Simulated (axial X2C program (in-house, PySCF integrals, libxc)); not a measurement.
# Spectroscopic constants of WAs

Computed with an axial X2C code built on PySCF integrals. Spin-free means the one-electron spin-free X2C Hamiltonian; two-component (2c) means X2C with spin–orbit coupling and atomic mean-field two-electron Coulomb and Gaunt terms, so the difference of the two also holds small scalar two-electron terms. Basis: W dyall-cv3z [13s14p9d7f4g], As dyall-cv3z [9s9p6d4f1g] (cores contracted in-house); Gaussian nuclei, density fitting, unrestricted open shells. Masses: W 183.951 u, As 74.922 u.

Input:
```json
{"zs": [74, 33], "q": 0, "bas": ["dyall-cv3z", "dyall-cv3z"], "levels": ["PBE0", "HF", "B3LYP"], "cc": true, "r0": 2.58, "thr": -1.0, "nmax": 90, "npts": 10, "nst": 2, "ntry": 6}
```
```bash
python so2c.py task.json out
```

Keys: zs atomic numbers; q charge; bas basis sets; levels methods; cc coupled cluster on or off; r0 starting distance in Å; thr threshold in hartree for freezing inner shells (an s shell follows its p shell); nmax most natural virtual spinors; npts points on the curve; nst determinants followed; ntry starts of the search. HF also brings MP2.

State, spin-free: M_S = 3/2, Λ = 0 (beyond evenly filled blocks: σα, δ+α, δ-α); electrons by block: σα: 21, σβ: 20, π+α: 11, π+β: 11, π-α: 11, π-β: 11, δ+α: 5, δ+β: 4, δ-α: 5, δ-β: 4, φ+α: 1, φ+β: 1, φ-α: 1, φ-β: 1. Fragments: W + As.

State, 2c: Ω = 3/2 (⟨Sz⟩ = 1.48, ⟨Lz⟩ = 0.02 at PBE0); electrons by block: 1/2: 32, -1/2: 31, 3/2: 15, -3/2: 16, 5/2: 6, -5/2: 5, 7/2: 1, -7/2: 1. Fragments: W + As.

```
Hamiltonian    level  Re (Å)  ωe (cm⁻¹)  ωexe (cm⁻¹)  Be (cm⁻¹)  k (mdyn/Å)  μ (D)
  spin-free     PBE0   2.238      310.6          1.1    0.06323        3.03  -3.46
  spin-free       HF   2.518      192.6        0.802    0.04992        1.16  -3.82
  spin-free     CCSD   2.271      288.6         1.12     0.0614        2.61    n/a
  spin-free  CCSD(T)   2.256      305.3          1.1    0.06224        2.92    n/a
  spin-free    B3LYP   2.231      333.5         1.21    0.06359        3.49  -3.20
         2c     PBE0   2.241      308.0         1.08    0.06305        2.97  -3.45
         2c       HF   2.520      192.5        0.799    0.04988        1.16  -3.80
         2c     CCSD   2.274      285.4         1.05    0.06124        2.56    n/a
         2c    B3LYP   2.235      329.1         1.19    0.06337         3.4  -3.18
```

Correlated methods: 11 electrons correlated (number of frozen shells: W 5 s, 4 p, 2 d, 1 f; As 3 s, 2 p, 1 d), 349 virtual spin orbitals or spinors in MP2, 90 natural virtuals in coupled cluster.

Dipoles are positive if As is the positive end.

Occupations by symmetry block were frozen at the best pattern of an incomplete PBE0 search. De is not given where an atomic determinant may have missed its ground term or J level, or where the truncated virtual space spoils (T). Density functionals use the spin component along the axis (collinear). Coupled cluster ran in a truncated set of natural virtual spinors; the MP2 energy of the rest was added. (T) has no such correction and the atoms are truncated less, which lowers De at CCSD(T) by a hundredth of an eV or more. Without a current term, density functionals place determinants with orbital angular momentum somewhat too high. With several unpaired electrons one determinant need not be a pure state. This is the top spin component of a Σ state; components of lower Ω are not single determinants and can lie lower. The determinant is spin-polarised beyond a pure state at some levels (its spin-free form has ⟨S²⟩ too high), which makes Re and μ there less reliable. The T1 diagnostic is large, a sign of multireference character. With the outer-core shells frozen, correlated bond lengths of heavy atoms tend to come out a few hundredths of an ångström too long.

No reliable constants came from CCSD(T) (2c), MP2 (2c), MP2 (spin-free): no minimum in range, unconverged points, a curve that is not smooth, a change of character along it, or the two Hamiltonians disagreeing along it.

Rough cost a point (2c) on 1 thread(s) of a shared host, integrals apart: PBE0 4 s, HF 4 s, B3LYP 5 s.

The whole task took 12 min on 1 thread of Arm Neoverse N1, on a shared host.
